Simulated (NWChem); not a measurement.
Molecule: SiHOF3; SMILES O[Si](F)(F)F

```xyz
6

O      1.1282    -1.1693     0.0000
Si    -0.0021    -0.0112     0.0000
F      0.0991     0.9385    -1.2798
F     -1.4267    -0.7169     0.0000
F      0.0991     0.9385     1.2798
H      2.0593    -0.9312     0.0000
```
Atoms are numbered in this order, from 1.

Coordinates come from a PBE0/def2-SVP optimisation.

Symmetry labels are those of Cs in the frame above (b1 and b2, or b-type labels, depend on it).

Problem. List the 6 lowest vertical singlet excitations from PBE0/def2-SVP, TDA (NWChem).

Solution. 
```csv
state,energy (eV),oscillator strength,symmetry,leading excitation (squared amplitude)
S1,9.16,0.031,a",HOMO → LUMO (0.98)
S2,10.03,0.046,a',HOMO−1 → LUMO (0.96)
S3,10.87,0.001,a",HOMO−2 → LUMO (0.95)
S4,11.05,0.002,a",HOMO → LUMO+1 (0.84)
S5,11.40,0.039,a',HOMO−3 → LUMO (0.89)
S6,11.49,0.039,a",HOMO−4 → LUMO (0.82)
```
